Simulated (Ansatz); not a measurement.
Cost and result for the atomization energy of C₃H₉OSb, SMILES `CC[O][SbH][CH3]` (14 atoms, 13 bonds).

```csv
atom,x (Å),y (Å),z (Å)
C1,1.4322,0.1395,1.1735
C2,0.1057,-0.5861,1.2302
O3,-0.9745,0.3173,1.1476
Sb4,-2.1232,0.4349,-0.4388
C5,-0.5821,0.5917,-1.9387
H6,1.5609,0.6493,0.2160
H7,2.2609,-0.5622,1.3041
H8,1.4863,0.8884,1.9663
H9,0.0165,-1.1220,2.1836
H10,0.0571,-1.3475,0.4379
H11,-2.2523,-1.2701,-0.6743
H12,-1.0358,0.4360,-2.9198
H13,0.1922,-0.1586,-1.7827
H14,-0.1441,1.5893,-1.9050
```

Charge 0, multiplicity 1. Correlated methods include outer-core shells of Sb, which these sets cover unevenly. Sb: def2 effective core potential. Geometry: relaxed with PBE0-D4/def2-TZVP. It is one conformer, not always the lowest. Program: Ansatz. All runs use 2 threads of an AMD EPYC 7R13 on a shared host and a share of an NVIDIA H100 80 GB. Times are those of one run each, without the atoms' runs, and a repeat can differ threefold. Electronic energies, without spin–orbit coupling; frozen cores. CCSD(T)/CBS adds CCSD(T) − MP2 in def2-TZVPP to the MP2 limit, and its time is that of the two runs behind it. T1 = 0.013. With those shells the extrapolation isn't a true limit. B3LYP takes the VWN-RPA correlation (the form of Gaussian; ORCA's B3LYP/G).

CCSD(T)/CBS is a level of theory with its own doubt, some kJ/mol a heavy atom from the limit and from the frozen cores, so smaller differences don't rank the functionals.

| level | functions | wall time |
| --- | --- | --- |
| PBE0-D4/def2-TZVPP | 300 | 2.1 s |
| r2SCAN-D4/def2-TZVPP (with forces) | 300 | 4.1 s |
| B3LYP-D4/def2-TZVPP (with forces) | 300 | 5 s |
| MP2/def2-QZVPP | 580 | 5.5 s |
| B2PLYP/def2-TZVPP | 300 | 6 s |
| PBE-D4/def2-TZVPP (with forces) | 300 | 6 s |
| ωB97M-V/def2-TZVPP (with forces) | 300 | 6 s |
| ωB97X-V/def2-TZVPP | 300 | 6.5 s |
| CCSD(T)/def2-TZVPP | 300 | 12 s |
| CCSD(T)/CBS(def2) | – | 18 s |

Problem. What atomization energy does each give, and how far from CCSD(T)/CBS? (Estimate.)

Solution. Computed: 
```csv
level,atomization (kJ/mol),difference from CCSD(T)/CBS,per bond
PBE0-D4/def2-TZVPP,4996.6,-13.0,-1.0
r2SCAN-D4/def2-TZVPP (with forces),4996.0,-13.6,-1.0
B3LYP-D4/def2-TZVPP (with forces),5012.5,2.9,0.2
MP2/def2-QZVPP,4982.6,-27.0,-2.1
B2PLYP/def2-TZVPP,4942.7,-66.9,-5.1
PBE-D4/def2-TZVPP (with forces),5087.8,78.2,6.0
ωB97M-V/def2-TZVPP (with forces),5001.2,-8.4,-0.6
ωB97X-V/def2-TZVPP,5019.6,10.0,0.8
CCSD(T)/def2-TZVPP,4876.5,-133.1,-10.2
CCSD(T)/CBS(def2),5009.6,0.0,0.0
```

In def2-TZVPP, CCSD(T) changes the Hartree–Fock value by +1288.9 kJ/mol (the triples alone add +71.8 kJ/mol) and MP2 by +1315.3 kJ/mol; breaking electron pairs costs correlation energy, which Hartree–Fock lacks. The D4 term adds +48.6 kJ/mol with B3LYP and +25.8 kJ/mol with PBE0; it sums over pairs of atoms, weighted by their polarisabilities, and B3LYP, whose exchange is more repulsive, gets the larger term. From PBE to PBE0 (25 % exact exchange), in def2-TZVPP and without D4, the atomization energy moves by −86.8 kJ/mol: exact exchange takes away binding that semilocal exchange gives to molecules.
